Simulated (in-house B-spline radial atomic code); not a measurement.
A fraction x of an electron is added to 4p in neutral arsenic, starting from [Ar] 3d10 4s2 4p3 and keeping the highest spin. All numbers are computed (scalar-relativistic (X2C) PBE, spin-polarised, spherical fractional occupations; Fermi nucleus of rms radius 4.0968 fm) with an all-electron radial atomic-structure program (B-spline basis), not measured.

| x | E(x) - E(0) (eV) | 4p down level (eV) |
| --- | --- | --- |
| 0 | 0.0000 | - |
| 0.1 | -0.3302 | -2.993 |
| 0.2 | -0.5989 | -2.383 |
| 0.3 | -0.8072 | -1.786 |
| 0.4 | ? | ? |
| 0.5 | ? | ? |
| 0.6 | -1.0863 | -0.107 |

(1) What belongs in the row x = 0.4?

(2) What belongs in the row x = 0.5?

(3) Check Janak's theorem between x = 0.1 and 0.2.

(4) Up to what added charge does this functional bind the extra electron?

## Answers

(1) An energy change of -0.9566 eV; 4p down at -1.205 eV.

(2) An energy change of -1.0489 eV; 4p down at -0.644 eV.

(3) The slope of the energy is -2.69 eV; the orbital levels give -2.69 eV (ε of the filling orbital, averaged over the two points).

(4) The highest level rises by about 5.4 eV per electron near x = 0.6 and would reach zero near x = 0.62, so a whole extra electron isn't bound at the basis-set limit.
